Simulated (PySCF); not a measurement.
# Field gradients at the hydrogen positions

C9H11OP.
Structure used (GFN2-xTB), in Å, numbered top down from 1:
```
atom  x, y, z in Å
C1     3.4837    0.1410   -0.3160
O2     2.1423    0.1247    0.1030
C3     1.8465    0.8866    1.1818
P4     0.3022    1.0802    1.8161
C5    -0.6310   -0.0332    0.6895
C6    -0.3923   -1.4009    0.7402
C7    -1.1001   -2.2670   -0.0718
C8    -2.0608   -1.7673   -0.9336
C9    -2.3075   -0.4061   -0.9792
C10   -1.6057    0.4766   -0.1709
C11   -1.8626    1.9510   -0.2325
H12    3.5529   -0.5526   -1.1522
H13    3.7828    1.1418   -0.6462
H14    4.1549   -0.1855    0.4857
H15    2.6726    1.4175    1.6467
H16    0.3548   -1.7838    1.4218
H17   -0.9060   -3.3289   -0.0288
H18   -2.6220   -2.4375   -1.5688
H19   -3.0606   -0.0213   -1.6532
H20   -2.7428    2.1712   -0.8319
H21   -2.0061    2.3513    0.7715
H22   -1.0056    2.4617   -0.6729
```

Level: PBE0/pcSseg-1 (PySCF, non-relativistic); Q(2H) = 0.00286 b; rigid geometry, the same for H and D, with no vibrational averaging.

Question: Rank these positions by the coupling χzz of a deuteron there, largest first.
A. H14 (methyl hydrogen)
B. H17 (aromatic hydrogen)
C. H12 (methyl hydrogen)
D. H20 (methyl hydrogen)

Answer: B (221 kHz), D (211 kHz), C (204 kHz), A (195 kHz).

Q: Tabulate Vzz, the asymmetry η and χzz = 234.96 MHz × Q × Vzz for every hydrogen position.

A: 
| atom | bonded to | bond length (Å) | Vzz (au) | η | χzz (kHz) |
| --- | --- | --- | --- | --- | --- |
| H12 | C1 | 1.089 | 0.3035 | 0.07 | 204 |
| H13 | C1 | 1.096 | 0.2899 | 0.08 | 195 |
| H14 | C1 | 1.095 | 0.2903 | 0.09 | 195 |
| H15 | C3 | 1.086 | 0.3116 | 0.12 | 209 |
| H16 | C6 | 1.081 | 0.3232 | 0.07 | 217 |
| H17 | C7 | 1.080 | 0.3282 | 0.06 | 221 |
| H18 | C8 | 1.081 | 0.3273 | 0.06 | 220 |
| H19 | C9 | 1.081 | 0.3252 | 0.07 | 219 |
| H20 | C11 | 1.088 | 0.3147 | 0.03 | 211 |
| H21 | C11 | 1.090 | 0.3071 | 0.04 | 206 |
| H22 | C11 | 1.091 | 0.3088 | 0.02 | 208 |

Q: How does χzz go with the bond length over the 11 C–H bonds?

A: A straight-line fit has a slope of -15.9 kHz for each 0.01 Å, with a correlation coefficient of -0.98, over lengths from 1.080 to 1.096 Å. The longer bonds have the smaller couplings here.

The structure is a single GFN2-xTB conformer in the gas phase; no vibrational or solvent corrections. GFN2-xTB bond lengths can be off by several hundredths of an ångström, more for odd bonds, and the gradients follow them. The small basis limits the accuracy of the gradients.
